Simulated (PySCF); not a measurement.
A PySCF script (with the pyscf-properties extension) for the NMR shieldings of SMILES B(OC(=C)C)Cl, C3H6BClO, on a GFN2-xTB geometry:

```python
import basis_set_exchange as bse
import numpy as np
from pyscf import gto, dft
from pyscf.prop import nmr

atoms = """
C    -0.449704    1.507123   -0.534720
C    -0.348867    0.217927   -0.262950
C    -1.261182   -0.565556    0.625395
O     0.650774   -0.549155   -0.842561
B     1.858003   -0.791408   -0.378644
Cl    2.411044   -0.149245    1.138365
H     0.257748    2.003424   -1.175271
H    -1.245475    2.098992   -0.123705
H    -1.653865   -1.427297    0.087635
H    -0.703953   -0.932655    1.487348
H    -2.082799    0.054114    0.968987
H     2.569476   -1.466949   -1.015907
"""
names = dict.fromkeys(["C", "O", "B", "Cl", "H"], "pcSseg-1")
basis = {el: gto.basis.parse(bse.get_basis(n, elements=[el], fmt="nwchem")) for el, n in names.items()}
mol = gto.M(atom=atoms, basis=basis, charge=0, verbose=0)
mf = dft.RKS(mol, xc="PBE0")
mf.grids.level = 2
mf.grids.alignment = dft.numint.BLKSIZE   # the property module wants whole blocks of grid points
mf.conv_tol = 1e-9
mf.kernel()

calc = nmr.RKS(mf)   # GIAO
C = mf.mo_coeff
Co = C[:, mf.mo_occ > 0]
resp = mf.gen_response(singlet=True, hermi=2)
def vind(x):   # induced exchange potential for any number of trial vectors
    d = np.einsum("pi,xij,qj->xpq", C, 2 * x.reshape(-1, C.shape[1], Co.shape[1]), Co, optimize=True)
    return np.einsum("xpq,pi,qj->xij", resp(d - d.transpose(0, 2, 1)), C, Co, optimize=True).ravel()
mo1, _ = nmr.rhf.solve_mo1(calc, with_cphf=vind)
sigma = calc.kernel(mo1)
for i, s in enumerate(sigma):   # ppm
    w = np.linalg.eigvalsh((s + s.T) / 2)
    print("%2d %-2s iso %8.1f  s11 %8.1f  s22 %8.1f  s33 %8.1f" % (i, mol.atom_pure_symbol(i), w.mean(), *w))
```

Q: What are the results?

A: 
```
 0 C  iso     81.8  s11    -17.0  s22    109.7  s33    152.8
 1 C  iso     22.3  s11    -93.6  s22     66.0  s33     94.5
 2 C  iso    162.8  s11    144.6  s22    155.8  s33    188.0
 3 O  iso     71.3  s11    -50.2  s22     77.4  s33    186.7
 4 B  iso     66.7  s11     47.0  s22     57.3  s33     95.9
 5 Cl iso    789.2  s11    504.5  s22    906.9  s33    956.2
 6 H  iso     27.0  s11     23.4  s22     25.8  s33     31.9
 7 H  iso     26.9  s11     24.4  s22     25.7  s33     30.5
 8 H  iso     29.7  s11     26.1  s22     27.5  s33     35.4
 9 H  iso     29.5  s11     25.0  s22     29.9  s33     33.7
10 H  iso     29.8  s11     25.9  s22     28.3  s33     35.2
11 H  iso     26.6  s11     23.4  s22     25.5  s33     30.9
```

These numbers come from an equivalent density-fitted implementation of the same equations, which agrees with the script to about 0.01 ppm for H and up to a few tenths of a ppm for heavy atoms, so last digits may differ.

Size and cost of the density-fitted run: 139 basis functions, 55 s wall time on 1 thread of an Intel Xeon, shared host; peak memory 0.68 GiB.
